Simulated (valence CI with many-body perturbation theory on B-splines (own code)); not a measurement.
# Level structure of Lu48+

Method: relativistic CI+MBPT: five valence electrons over a frozen Dirac-Fock core [Ar], radial functions for each j: 7 s, 7 p, 8 d, 6 f, 4 g, 1 h, with the one-electron correlation potential Σ1, the two-electron term Σ2, the three-electron term Σ3, Breit, model QED; selected CI, second order for the rest, scaled by the run's own slope (own B-spline code, finite nucleus).

The last digits are not significant, and no measured levels were compared; by estimate large intervals hold to a few tenths of a per cent, small ones and those within an open d or f shell to about a per cent. Among the levels kept, up to 550 cm⁻¹ of a level comes from second order outside the variational space, and about a tenth of that is noise between levels of different J, which matters for small intervals. Only levels of the ground parity were solved; by the run's estimate the other parity begins above the list, which can be wrong where configurations are misplaced.

Levels 1 to 32 of 32, with energies above the lowest level, (3d3/2^4 3d5/2) J=5/2. "Leading %" is the weight of the configuration and term that name the level; weights of strongly mixed levels are sums over their largest components and can fall short, so below about 35 % the name and the second component can differ from the true leading terms, or belong to a minority configuration. In the jj column 3d3/2^4 stands for four electrons in 3d with j = 3/2. Lifetimes count E1, E2, E3, M1 and M2 decay at the calculated energies, and are blank where another channel may lead or the interval is too uncertain; long ones can be off by a factor of two.

```csv
No.,Configuration,Term,J,E (cm⁻¹),Leading %,g,Second component,Lifetime,Leading jj
1,3d5,4P,5/2,0,26,1.303,24 % 3d5 2D,,3d3/2^4 3d5/2 (96 %)
2,3d5,6S,5/2,373550,36,1.334,23 % 3d5 2F,559 ns,3d3/2^3 3d5/2^2 (92 %)
3,3d5,4G,7/2,464380,33,1.157,25 % 3d5 2F,1.15 μs,3d3/2^3 3d5/2^2 (99 %)
4,3d5,2H,11/2,475130,44,1.103,34 % 3d5 4G,,3d3/2^3 3d5/2^2 (99 %)
5,3d5,4D,3/2,477530,39,1.165,30 % 3d5 4P,477 ns,3d3/2^3 3d5/2^2 (99 %)
6,3d5,2G,9/2,515970,30,1.133,29 % 3d5 4G,497 μs,3d3/2^3 3d5/2^2 (97 %)
7,3d5,2D,5/2,542800,32,1.133,28 % 3d5 4D,15.2 μs,3d3/2^3 3d5/2^2 (94 %)
8,3d5,4P,1/2,567010,44,1.808,29 % 3d5 2S,59.1 μs,3d3/2^3 3d5/2^2 (91 %)
9,3d5,2F,7/2,578680,39,1.077,32 % 3d5 2G,13.8 μs,3d3/2^3 3d5/2^2 (98 %)
10,3d5,2D,3/2,701790,61,0.795,20 % 3d5 4F,4.61 μs,3d3/2^3 3d5/2^2 (89 %)
11,3d5,6S,5/2,831050,33,1.294,28 % 3d5 2D,253 ns,3d3/2^2 3d5/2^3 (91 %)
12,3d5,4D,7/2,895810,52,1.209,41 % 3d5 4G,466 ns,3d3/2^2 3d5/2^3 (99 %)
13,3d5,2I,11/2,900090,50,1.086,49 % 3d5 4G,688 ns,3d3/2^2 3d5/2^3 (99 %)
14,3d5,4G,9/2,915560,61,1.140,36 % 3d5 2G,693 ns,3d3/2^2 3d5/2^3 (97 %)
15,3d5,2I,13/2,939260,100,1.067,,3.54 μs,3d3/2^2 3d5/2^3 (100 %)
16,3d5,4D,1/2,949810,78,0.468,16 % 3d5 2S,374 ns,3d3/2^2 3d5/2^3 (98 %)
17,3d5,4P,3/2,959470,53,1.167,34 % 3d5 4F,257 ns,3d3/2^2 3d5/2^3 (97 %)
18,3d5,2F,5/2,969230,42,1.020,32 % 3d5 4D,474 ns,3d3/2^2 3d5/2^3 (97 %)
19,3d5,2H,9/2,1009800,53,1.098,47 % 3d5 4F,389 ns,3d3/2^2 3d5/2^3 (100 %)
20,3d5,2G,7/2,1028500,61,0.981,35 % 3d5 2F,1.31 μs,3d3/2^2 3d5/2^3 (100 %)
21,3d5,4F,5/2,1044200,64,1.045,26 % 3d5 2D,370 ns,3d3/2^2 3d5/2^3 (98 %)
22,3d5,2D,3/2,1050700,86,0.847,12 % 3d5 4D,960 ns,3d3/2^2 3d5/2^3 (89 %)
23,3d5,2G,7/2,1094200,47,1.032,34 % 3d5 2F,699 ns,3d3/2^2 3d5/2^3 (96 %)
24,3d5,4P,1/2,1094900,42,1.768,38 % 3d5 2P,470 ns,3d3/2^2 3d5/2^3 (84 %)
25,3d5,2G,9/2,1161000,78,1.103,11 % 3d5 4F,1.22 μs,3d3/2^2 3d5/2^3 (97 %)
26,3d5,2P,3/2,1279900,74,1.180,24 % 3d5 2D,1.17 μs,3d3/2^2 3d5/2^3 (97 %)
27,3d5,2D,5/2,1301200,74,1.195,12 % 3d5 4D,553 ns,3d3/2^2 3d5/2^3 (87 %)
28,3d5,4P,5/2,1360600,32,1.206,30 % 3d5 2F,167 ns,3d3/2 3d5/2^4 (91 %)
29,3d5,2F,7/2,1426200,28,1.180,28 % 3d5 4F,234 ns,3d3/2 3d5/2^4 (99 %)
30,3d5,2H,11/2,1438800,55,1.067,27 % 3d5 2I,296 ns,3d3/2 3d5/2^4 (99 %)
31,3d5,4D,3/2,1451300,30,0.973,30 % 3d5 2D,188 ns,3d3/2 3d5/2^4 (98 %)
32,3d5,2G,9/2,1495900,55,1.111,18 % 3d5 4F,334 ns,3d3/2 3d5/2^4 (96 %)
```

The ionisation energy to 3d4 3P_0 of the next ion comes out as 4210.4 eV (NIST: 4211 ± 4 eV (theoretical)). All 32 levels together are meant to be complete up to 1509400 cm⁻¹.
